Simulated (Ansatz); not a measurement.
Abridged output of a molecular run in Ansatz:

```
Functional definition: HF
1349 factors; integrals over basis functions are off by at most 1.2e-3 eV
mean field evaluation 1: about -9876.1951 eV, gradient 4.3e1 eV
mean field evaluation 2: about -9876.3393 eV, gradient 4.3e1 eV
mean field evaluation 4: about -9880.7403 eV, gradient 4.2e0 eV
mean field evaluation 8: about -9880.8090 eV, gradient 2.1e-1 eV
mean field -9880.80930980 eV, -363.1130446821 hartree, gradient 5.8e-6 eV, S^2 0.000000; 0 other end points of the search recorded, 0 dependent functions left out
8 core orbitals not correlated: weight in the atoms' cores, before any rotation towards them, 1.000 or more for the frozen orbitals, at most 0.000 for the correlated occupied ones
reference -9880.80930980 eV, -363.1130446821 hartree; 11, 11 occupied and 214, 214 virtual orbitals, 1349 factors
second order -15.75654956 eV of doubles, -0.00000000 eV of singles
cycle   1  -16.43497945 eV  change   -6.8e-1 eV  update   8.8e-2
cycle   2  -16.87759882 eV  change   -4.4e-1 eV  update   2.7e-2
cycle   3  -16.95788397 eV  change   -8.0e-2 eV  update   1.3e-2
cycle   4  -16.94948800 eV  change    8.4e-3 eV  update   3.8e-3
cycle   5  -16.94998161 eV  change   -4.9e-4 eV  update   1.8e-3
cycle   6  -16.94996212 eV  change    1.9e-5 eV  update   5.1e-4
cycle   7  -16.94984839 eV  change    1.1e-4 eV  update   1.6e-4
cycle   8  -16.94989211 eV  change   -4.4e-5 eV  update   5.8e-5
cycle   9  -16.94990012 eV  change   -8.0e-6 eV  update   1.7e-5
perturbative correction -0.64107973 eV, -0.0235592455 hartree
Total energy: -9898.40028965 eV, -363.7595012680 hartree
```

Its atoms:

```xyz
11

C    -0.1364   -1.5720   -0.9365
B    -0.0230   -0.2383   -0.1355
N     0.4169    1.0289   -0.4337
Al    0.0421    1.5999    1.2615
H    -1.1719   -1.9262   -0.9543
H     0.4471   -2.3629   -0.4547
H     0.2093   -1.4707   -1.9676
H    -0.4147   -0.2865    1.0736
H     0.7750    1.3147   -1.3278
H     1.2050    1.6070    2.3376
H    -1.3492    2.3061    1.5373
```

Task: Which basis set was used?
A. def2-TZVPP
B. def2-SVP
C. def2-QZVPP
D. cc-pV(D+d)Z

Result: A. It gives 233 functions.

Task: Write the keys of the input that set method, charge and spin (a neutral closed shell needs none for the last two).

Result: 
```yaml
correlation: {method: ccsd_t}
```
